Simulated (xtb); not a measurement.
O4Os (SMILES [O]=[Os](=[O])(=[O])=[O]), singlet, at a GFN2-xTB geometry (such geometries of metal compounds can be far from the true shape); GFN2-xTB with ALPB(cs2) in xtb 6.7.1.

Input for xtb:
```
$ xtb mol.xyz --gfn 2 --alpb cs2 --json

# file mol.xyz
5

Os     0.00000000    -0.00000000     0.00000000
O      1.11279420     0.65835603    -0.97541765
O      0.73850384    -0.82037554     1.18523383
O     -0.93629128    -1.00940387    -0.85302150
O     -0.91500677     1.17142338     0.64320532
```

Q: What does xtb print? Leave out banner, timings and long lists.

A: 
```
   ID    Z sym.   atoms
    1   76 Os     1
    2    8 O      2-5

           -------------------------------------------------
          |                Calculation Setup                |
           -------------------------------------------------

           -------------------------------------------------
          |                 G F N 2 - x T B                 |
           -------------------------------------------------

      * Solvation model:               ALPB
        Solvent                        cs2
        Parameter file                 internal GFN2-xTB/ALPB
        Dielectric constant                2.6400E+00
        Reference state                gsolv [1 M gas/solution]
        Free energy shift                  4.9805E-03 Eh       3.1253E+00 kcal/mol
        Temperature                        2.9815E+02 K
        Density                            1.2600E+00 kg/L
        Solvent mass                       7.6140E+01 g/mol
        Interaction kernel             P16
        Born radius scaling (c1)           1.3548E+00
        Born radii integrator          GBOBC
        Born offset                        0.0000E+00 a0       0.0000E+00 AA
        H-bond correction              false
        Ion screening                  false
        Surface tension                    1.0000E-05 Eh       1.5569E+01 dyn/cm
        Grid points                               230 per atom

          ...................................................
          :                      SETUP                      :
          :.................................................:
          :  # basis functions                  26          :
          :  # atomic orbitals                  25          :
          :  # shells                           11          :
          :  # electrons                        32          :
          :  max. iterations                   250          :
          :  Hamiltonian                  GFN2-xTB          :
          :  restarted?                      false          :
          :  GBSA solvation                   true          :
          :  PC potential                    false          :
          :  electronic temp.          300.0000000     K    :
          :  accuracy                    1.0000000          :
          :  -> integral cutoff          0.2500000E+02      :
          :  -> integral neglect         0.1000000E-07      :
          :  -> SCF convergence          0.1000000E-05 Eh   :
          :  -> wf. convergence          0.1000000E-03 e    :
          :  Broyden damping             0.4000000          :
          :  net charge                          0          :
          :  unpaired electrons                  0          :
          ...................................................

 iter      E             dE          RMSdq      gap      omega  full diag
   1    -19.4704790 -0.194705E+02  0.637E+00    3.82       0.0  T
   2    -19.4683327  0.214629E-02  0.381E+00    3.48       1.0  T
   3    -19.4513604  0.169724E-01  0.370E+00    3.92       1.0  T
   4    -19.4805391 -0.291787E-01  0.243E-01    3.62       1.0  T
   5    -19.4807240 -0.184924E-03  0.106E-01    3.64       1.0  T
   6    -19.4807642 -0.401914E-04  0.238E-02    3.65       1.9  T
   7    -19.4807656 -0.134261E-05  0.111E-02    3.65       4.0  T
   8    -19.4807659 -0.350020E-06  0.291E-04    3.65     153.6  T
   9    -19.4807659 -0.248708E-09  0.133E-04    3.65     335.7  T

   *** convergence criteria satisfied after 9 iterations ***

         :::::::::::::::::::::::::::::::::::::::::::::::::::::
         ::                     SUMMARY                     ::
         :::::::::::::::::::::::::::::::::::::::::::::::::::::
         :: total energy             -19.402494860188 Eh    ::
         :: total w/o Gsasa/hb       -19.401834949983 Eh    ::
         :: gradient norm              0.002530773377 Eh/a0 ::
         :: HOMO-LUMO gap              3.647266999442 eV    ::
[...]
         6        2.0000           -0.6114582             -16.6386
         7        2.0000           -0.6011988             -16.3595
         8        2.0000           -0.6011988             -16.3595
         9        2.0000           -0.6011988             -16.3595
        10        2.0000           -0.5870799             -15.9753
        11        2.0000           -0.5484384             -14.9238
        12        2.0000           -0.5484384             -14.9238
        13        2.0000           -0.5484383             -14.9238
        14        2.0000           -0.5246112             -14.2754
        15        2.0000           -0.5246111             -14.2754
        16        2.0000           -0.5246111             -14.2754 (HOMO)
        17                         -0.3905765             -10.6281 (LUMO)
        18                         -0.3905765             -10.6281
        19                         -0.2928823              -7.9697
        20                         -0.2928823              -7.9697
        21                         -0.2928823              -7.9697
        22                          0.4463519              12.1459
        23                          0.4463521              12.1459
        24                          0.4463522              12.1459
        25                          0.5284884              14.3809
      -------------------------------------------------------------
                  HL-Gap            0.1340346 Eh            3.6473 eV
             Fermi-level           -0.4575938 Eh          -12.4518 eV

     #   Z          covCN         q      C6AA      α(0)
     1  76 Os       3.237     1.289   242.092    31.982
     2   8 O        0.809    -0.322    20.208     6.026
     3   8 O        0.809    -0.322    20.208     6.026
     4   8 O        0.809    -0.322    20.208     6.026
     5   8 O        0.809    -0.322    20.208     6.026

 Mol. C6AA /au·bohr⁶  :       1096.116363
 Mol. C8AA /au·bohr⁸  :      66652.209616
 Mol. α(0) /au        :         56.085932

Wiberg/Mayer (AO) data.
largest (>0.10) Wiberg bond orders for each atom

 ---------------------------------------------------------------------------
     #   Z sym  total        # sym  WBO       # sym  WBO       # sym  WBO
 ---------------------------------------------------------------------------
     1  76 Os   7.451 --     3 O    1.863     2 O    1.863     5 O    1.863
                             4 O    1.863
     2   8 O    2.518 --     1 Os   1.863     3 O    0.218     5 O    0.218
                             4 O    0.218
     3   8 O    2.518 --     1 Os   1.863     2 O    0.218     5 O    0.218
                             4 O    0.218
     4   8 O    2.518 --     1 Os   1.863     3 O    0.218     2 O    0.218
                             5 O    0.218
     5   8 O    2.518 --     1 Os   1.863     3 O    0.218     2 O    0.218
                             4 O    0.218
 ---------------------------------------------------------------------------

Topologies differ in total number of bonds
Writing topology from bond orders to xtbtopo.mol

molecular dipole:
                 x           y           z       tot (Debye)
 q only:        0.000      -0.000       0.000
   full:        0.000      -0.000       0.000       0.000
molecular quadrupole (traceless):
                xx          xy          yy          xz          yz          zz
 q only:       -0.000      -0.000      -0.000      -0.000      -0.000       0.000
  q+dip:       -0.000      -0.000      -0.000      -0.000      -0.000       0.000
   full:       -0.000      -0.000      -0.000      -0.000      -0.000       0.000

           -------------------------------------------------
          | TOTAL ENERGY              -19.402494860188 Eh   |
          | GRADIENT NORM               0.002530773377 Eh/α |
          | HOMO-LUMO GAP               3.647266999442 eV   |
           -------------------------------------------------

normal termination of xtb
```
